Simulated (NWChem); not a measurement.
System: C2H4FNSi; SMILES N#CC[SiH2]F

NWChem input:

```
start job
memory heap 200 mb stack 900 mb global 1100 mb
geometry units angstroms noautoz
  N      0.720999    -2.545548    -0.222186
  C      0.034522    -1.676037     0.115036
  C     -0.807848    -0.563772     0.505457
  Si    -0.334317     1.077698    -0.306850
  F      1.100196     1.549145     0.284125
  H     -0.776540    -0.436475     1.600721
  H     -1.856109    -0.784152     0.237839
  H     -1.356108     2.089044     0.074210
  H     -0.220504     0.918359    -1.778306
end
basis spherical
  * library def2-svp
end
dft
  xc xwpbe 1.00 cpbe96 1.0 hfexch 1.00
  cam 0.4 cam_alpha 0.0 cam_beta 1.0
  iterations 150
  mulliken
end
task dft energy
```

Excerpt of the output:

```
             Northwest Computational Chemistry Package (NWChem) 7.3.0
             --------------------------------------------------------

 C1  symmetry detected

                             Geometry "geometry" -> ""
                             -------------------------

 Output coordinates in angstroms (scale by  1.889725989 to convert to a.u.)

  No.       Tag          Charge          X              Y              Z
 ---- ---------------- ---------- -------------- -------------- --------------
    1 N                    7.0000     0.69207389    -2.53373601    -0.25218289
    2 C                    6.0000     0.00647093    -1.66697601     0.09378593
    3 C                    6.0000    -0.83502491    -0.55796165     0.49518487
    4 Si                  14.0000    -0.36848368     1.08849015    -0.31106184
    5 F                    9.0000     1.06889424     1.55868027     0.27392299
    6 H                    1.0000    -0.79737844    -0.43651681     1.59091377
    7 H                    1.0000    -1.88456684    -0.77830865     0.23260763
    8 H                    1.0000    -1.38932028     2.09639607     0.08149721
    9 H                    1.0000    -0.26320446     0.93722285    -1.78400433

 Effective nuclear repulsion energy (a.u.)     202.1336526409

  pbe96 is a nonlocal functional; adding pw91lda local functional.

                                 NWChem DFT Module
                                 -----------------

 Summary of "ao basis" -> "ao basis" (spherical)
 ------------------------------------------------------------------------------
       Tag                 Description            Shells   Functions and Types
 ---------------- ------------------------------  ------  ---------------------
 N                          def2-svp                 6       14   3s2p1d
 C                          def2-svp                 6       14   3s2p1d
 Si                         def2-svp                 8       18   4s3p1d
 F                          def2-svp                 6       14   3s2p1d
 H                          def2-svp                 3        5   2s1p

            General Information
            -------------------
          SCF calculation type: DFT
          Wavefunction type:  closed shell.
          No. of atoms     :     9
          No. of electrons :    46
           Alpha electrons :    23
            Beta electrons :    23
          Charge           :     0
          Spin multiplicity:     1
          Use of symmetry is: off; symmetry adaption is: off
          Maximum number of iterations: 150
          AO basis - number of functions:    94
                     number of shells:    44
          Convergence on energy requested:  1.00D-06
          Convergence on density requested:  1.00D-05
          Convergence on gradient requested:  5.00D-04

              XC Information
              --------------
                     Hartree-Fock (Exact) Exchange  1.000
                     LC-wPBE(h)Exchange Functional  1.000
            Perdew 1991 LDA Correlation Functional  1.000 local
           PerdewBurkeErnz. Correlation Functional  1.000 non-local

           Range-Separation Parameters
           ---------------------------
           Alpha           :  0.00
           Beta            :  1.00
           Gamma           :  0.40
           Short-Range HF  :     F

             Grid Information
             ----------------
          Grid used for XC integration:  medium
          Radial quadrature: Mura-Knowles
          Angular quadrature: Lebedev.
          Tag              B.-S. Rad. Rad. Pts. Rad. Cut. Ang. Pts.
          ---              ---------- --------- --------- ---------
          N                   0.65       49          12.0       434
          C                   0.70       49          11.0       434
          Si                  1.10       88           9.0       590
          F                   0.50       49          10.0       434
          H                   0.35       45          11.0       434
          Grid pruning is: on
          Number of quadrature shells:   464
          Spatial weights used:  Erf1

      Superposition of Atomic Density Guess
      -------------------------------------

 Sum of atomic energies:        -519.52197439

      Non-variational initial energy
      ------------------------------

 Total energy =    -521.505330
 1-e energy   =   -1117.615217
 2-e energy   =     393.976234
 HOMO         =      -0.365974
 LUMO         =       0.051195

     ---------------------------------------------
      Total Density - Mulliken Population Analysis
     ---------------------------------------------

    Atom       Charge   Shell Charges
 -----------   ------   -------------------------------------------------------
    1 N    7     7.59   1.99  1.13  0.56  2.41  1.47  0.03
    2 C    6     5.68   1.99  0.98  0.24  1.64  0.77  0.06
    3 C    6     6.35   1.99  0.95  0.18  2.03  1.18  0.02
    4 Si  14    12.95   2.00  1.99  0.94  0.24  5.93  0.95  0.70  0.21
    5 F    9     9.58   1.99  1.14  0.78  3.52  2.14  0.00
    6 H    1     0.84   0.63  0.18  0.03
    7 H    1     0.83   0.63  0.18  0.03
    8 H    1     1.09   0.70  0.38  0.01
    9 H    1     1.10   0.70  0.38  0.01

   convergence    iter        energy       DeltaE   RMS-Dens  Diis-err
 ---------------- ----- ----------------- --------- --------- ---------
 d= 0,ls=0.0,diis     1   -522.0561361765 -7.24D+02  1.44D-02  1.08D+00
 d= 0,ls=0.0,diis     2   -522.0370627444  1.91D-02  7.20D-03  1.62D+00
 d= 0,ls=0.0,diis     3   -522.1944529346 -1.57D-01  1.27D-03  1.87D-02
 d= 0,ls=0.0,diis     4   -522.1962956565 -1.84D-03  5.61D-04  7.25D-03
 d= 0,ls=0.0,diis     5   -522.1969472545 -6.52D-04  2.00D-04  2.02D-04
  Resetting Diis
 d= 0,ls=0.0,diis     6   -522.1969786142 -3.14D-05  7.44D-05  1.19D-05
 d= 0,ls=0.0,diis     7   -522.1969809571 -2.34D-06  1.41D-05  5.03D-07
 d= 0,ls=0.0,diis     8   -522.1969810213 -6.42D-08  3.77D-06  2.79D-07

         Total DFT energy =     -522.196981021293
      One electron energy =    -1120.498889066508
           Coulomb energy =      446.462007134539
    Exchange-Corr. energy =      -50.293751730234
 Nuclear repulsion energy =      202.133652640910

 Numeric. integr. density =       46.000001556048

                       DFT Final Molecular Orbital Analysis
                       ------------------------------------

 Vector   21  Occ=2.000000D+00  E=-4.743582D-01
              MO Center= -3.5D-01,  1.1D+00, -5.3D-01, r^2= 3.5D+00
   Bfn.  Coefficient  Atom+Function         Bfn.  Coefficient  Atom+Function
  ----- ------------  ---------------      ----- ------------  ---------------
    90     -0.304857  9 H  s                 85      0.293131  8 H  s
    66      0.222378  5 F  pz                86      0.210991  8 H  s
    91     -0.207695  9 H  s                 52      0.202769  4 Si pz
    69     -0.161086  5 F  pz                 3      0.135870  1 N  s
    64     -0.133673  5 F  px                65      0.126007  5 F  py

 Vector   22  Occ=2.000000D+00  E=-4.566556D-01
              MO Center=  1.9D-01, -1.9D+00,  1.2D-02, r^2= 1.9D+00
   Bfn.  Coefficient  Atom+Function         Bfn.  Coefficient  Atom+Function
  ----- ------------  ---------------      ----- ------------  ---------------
     6      0.331441  1 N  pz                20     -0.291248  2 C  pz
     4      0.277368  1 N  px                18     -0.236534  2 C  px
     9     -0.185749  1 N  pz                23     -0.181261  2 C  pz
     7     -0.155275  1 N  px                21     -0.149324  2 C  px
    75      0.145058  6 H  s                 80     -0.142334  7 H  s

 Vector   23  Occ=2.000000D+00  E=-4.333424D-01
              MO Center= -2.1D-02, -1.1D+00, -5.6D-03, r^2= 3.5D+00
   Bfn.  Coefficient  Atom+Function         Bfn.  Coefficient  Atom+Function
  ----- ------------  ---------------      ----- ------------  ---------------
     5      0.228296  1 N  py                 6     -0.225411  1 N  pz
    33      0.218441  3 C  py                 4      0.207408  1 N  px
    19     -0.200011  2 C  py                31      0.176890  3 C  s
    51     -0.170103  4 Si py                36      0.157792  3 C  py
    20      0.155867  2 C  pz                22     -0.155667  2 C  py

 Vector   24  Occ=0.000000D+00  E= 9.309157D-02
              MO Center= -4.5D-01,  7.4D-01, -4.1D-01, r^2= 4.1D+00
   Bfn.  Coefficient  Atom+Function         Bfn.  Coefficient  Atom+Function
  ----- ------------  ---------------      ----- ------------  ---------------
    53      1.018868  4 Si px                46     -0.529146  4 Si s
    54      0.451141  4 Si py                86      0.439903  8 H  s
    63     -0.411283  5 F  s                 31      0.400988  3 C  s
    91      0.295840  9 H  s                 50      0.222834  4 Si px
    55      0.215008  4 Si pz                36      0.179073  3 C  py

 Vector   25  Occ=0.000000D+00  E= 1.157542D-01
              MO Center= -6.2D-01, -1.8D-01,  2.6D-01, r^2= 5.7D+00
   Bfn.  Coefficient  Atom+Function         Bfn.  Coefficient  Atom+Function
  ----- ------------  ---------------      ----- ------------  ---------------
    31      1.912532  3 C  s                 76     -1.033087  6 H  s
    54      0.777606  4 Si py                81     -0.678087  7 H  s
    86     -0.527384  8 H  s                 17     -0.441112  2 C  s
    45      0.418675  4 Si s                 37      0.212562  3 C  pz
     8      0.197032  1 N  py                 9     -0.197654  1 N  pz

 Vector   26  Occ=0.000000D+00  E= 1.189576D-01
              MO Center= -3.8D-01, -1.2D+00,  1.0D-01, r^2= 4.3D+00
   Bfn.  Coefficient  Atom+Function         Bfn.  Coefficient  Atom+Function
  ----- ------------  ---------------      ----- ------------  ---------------
    81      0.903019  7 H  s                 55     -0.511200  4 Si pz
    76     -0.499686  6 H  s                 35      0.491427  3 C  px
    91     -0.406120  9 H  s                 21      0.366825  2 C  px
     7     -0.347689  1 N  px                37      0.322051  3 C  pz
    18      0.293275  2 C  px                 4      0.284772  1 N  px

     ---------------------------------------------
      Total Density - Mulliken Population Analysis
     ---------------------------------------------

    Atom       Charge   Shell Charges
 -----------   ------   -------------------------------------------------------
    1 N    7     6.98   1.99  1.07  0.50  2.23  1.15  0.03
    2 C    6     6.22   1.99  0.93  0.23  2.05  0.98  0.05
    3 C    6     6.31   1.98  0.87  0.18  2.17  1.07  0.02
    4 Si  14    13.25   2.00  1.98  1.00  0.13  5.92  1.25  0.63  0.33
    5 F    9     9.32   1.99  1.11  0.80  3.36  2.06  0.00
    6 H    1     0.87   0.71  0.14  0.02
    7 H    1     0.88   0.71  0.14  0.02
    8 H    1     1.09   0.74  0.34  0.01
    9 H    1     1.08   0.74  0.34  0.01

     -------------------------------------------
      Total Density - Lowdin Population Analysis
     -------------------------------------------

    Atom       Charge   Shell Charges
 -----------   ------   -------------------------------------------------------
    1 N    7     7.07   1.97  0.85  0.60  2.09  1.51  0.05
    2 C    6     6.05   1.97  0.63  0.31  1.87  1.15  0.11
    3 C    6     6.26   1.96  0.57  0.33  1.97  1.36  0.06
    4 Si  14    13.39   2.00  1.93  0.63  0.32  5.81  1.27  0.93  0.51
    5 F    9     9.20   1.98  1.00  0.77  3.23  2.22  0.01
    6 H    1     0.92   0.61  0.24  0.07
    7 H    1     0.92   0.61  0.24  0.07
    8 H    1     1.10   0.65  0.43  0.02
    9 H    1     1.09   0.65  0.42  0.02

     Multipole analysis of the density
     ---------------------------------

     L   x y z        total         alpha         beta         nuclear
     -   - - -        -----         -----         ----         -------
     0   0 0 0     -0.000000    -23.000000    -23.000000     46.000000

     1   1 0 0     -1.345528     -0.672764     -0.672764      0.000000
     1   0 1 0      0.943737      0.471869      0.471869     -0.000000
     1   0 0 1      0.242992      0.121496      0.121496      0.000000

     2   2 0 0    -27.039787    -59.778110    -59.778110     92.516434
     2   1 1 0      1.824436      3.606717      3.606717     -5.388998
     2   1 0 1     -0.219491      1.336101      1.336101     -2.891693
     2   0 2 0    -34.257087   -209.969216   -209.969216    385.681345
     2   0 1 1     -1.979231      1.505323      1.505323     -4.989877
     2   0 0 2    -25.762887    -30.332448    -30.332448     34.902010
```

Level: LC-wPBE (HJS exchange hole, range parameter 0.4 per bohr)/def2-SVP. Coordinates come from a PBE0/def2-SVP optimisation.
